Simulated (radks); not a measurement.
The oxygen anion O-, [He] 2s2 2p5, held by a Watson sphere: a shell of charge +1 at radius R that stands for the Madelung well of a crystal (potential energy -1/R inside, -1/r outside, in hartree with lengths in bohr). Calculated with a radial shooting solver on a logarithmic mesh with Libxc functionals: non-relativistic Kohn-Sham, r2SCAN, spin-polarised, spherical densities, point nucleus; open shells are filled with parallel spins first; meta-GGA in the generalised Kohn-Sham scheme.

R (bohr)  e(2s down) (eV)  e(2p up) (eV)  e(2p down) (eV)  <r> 2p (bohr)  sum of <r^2> (bohr^2)  X-ray form factor at sin(theta)/lambda = 0.1 1/angstrom
2.03              -22.800         -8.994           -7.250          1.430                  16.26                                                    7.943
2.47              -21.616         -7.947           -6.218          1.484                  17.31                                                    7.891
2.87              -20.728         -7.131           -5.400          1.527                  18.10                                                    7.856
3.41              -19.756         -6.216           -4.472          1.576                  18.99                                                    7.821
3.55              -19.539         -6.010           -4.260          1.588                  19.20                                                    7.813
